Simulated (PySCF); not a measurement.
HClPb, singlet, geometry from GFN2-xTB (such geometries of metal compounds can be far from the true shape) (core potentials on Pb). Base run: PySCF with PBE/def2-SVPD.

The PySCF input:
```python
from pyscf import gto, scf, dft, solvent

mol = gto.M(
    atom='''
Pb   -0.222259   -0.214417    0.286149
H    -1.367877   -0.940035   -0.969066
Cl    1.152535    1.089541   -1.323246
''',
    basis='def2-svpd',
    ecp={'Pb': 'def2-svpd'},
    charge=0,
    spin=0,
    verbose=4,
)

mf = dft.RKS(mol)
mf.xc = 'pbe'
mf.kernel()
```

Each row names what was changed in the base input (with any setting that the change needs).

```
change                                                          ΔE vs base (kcal/mol)  dipole (D)  HOMO-LUMO gap (eV)
--------------------------------------------------------------  ---------------------  ----------  ------------------
base                                                                            0.000        3.66                2.28
model = IEF-PCM; solvent = dichloromethane; r_probe = 0.5                       -3.43        4.61                2.46
model = COSMO; solvent = dichloromethane                                            ?           ?                2.64
model = SS(V)PE; solvent = dichloromethane                                      -6.79        5.22                2.64
model = ddCOSMO; solvent = dichloromethane                                      -7.56        5.30                2.67
model = IEF-PCM; solvent = dichloromethane; vdw_scale = 1.4                     -3.96        4.72                2.50
model = IEF-PCM; solvent = dichloromethane; vdw_scale = 1.0                    -13.09        5.98                2.88
model = IEF-PCM; solvent = dichloromethane; vdw_scale = 1.1                         ?           ?                   ?
model = IEF-PCM; solvent = 2-propanol                                           -7.58        5.40                2.68
model = IEF-PCM; solvent = tetrahydrofuran                                          ?           ?                   ?
model = IEF-PCM; solvent = dichloromethane; lebedev_order = 41                  -6.80        5.22                2.64
model = C-PCM; solvent = dichloromethane                                        -7.13        5.29                2.66
```

**Question.** What belongs in the gaps?

**Answer.** 
- model = COSMO; solvent = dichloromethane, ΔE vs base (kcal/mol): -6.65
- model = COSMO; solvent = dichloromethane, dipole (D): 5.17
- model = IEF-PCM; solvent = dichloromethane; vdw_scale = 1.1, ΔE vs base (kcal/mol): -9.26
- model = IEF-PCM; solvent = dichloromethane; vdw_scale = 1.1, dipole (D): 5.56
- model = IEF-PCM; solvent = dichloromethane; vdw_scale = 1.1, HOMO-LUMO gap (eV): 2.74
- model = IEF-PCM; solvent = tetrahydrofuran, ΔE vs base (kcal/mol): -6.51
- model = IEF-PCM; solvent = tetrahydrofuran, dipole (D): 5.15
- model = IEF-PCM; solvent = tetrahydrofuran, HOMO-LUMO gap (eV): 2.62

The base is the gas phase, so ΔE is the electrostatic part of solvation at a fixed geometry, without cavity and dispersion terms.
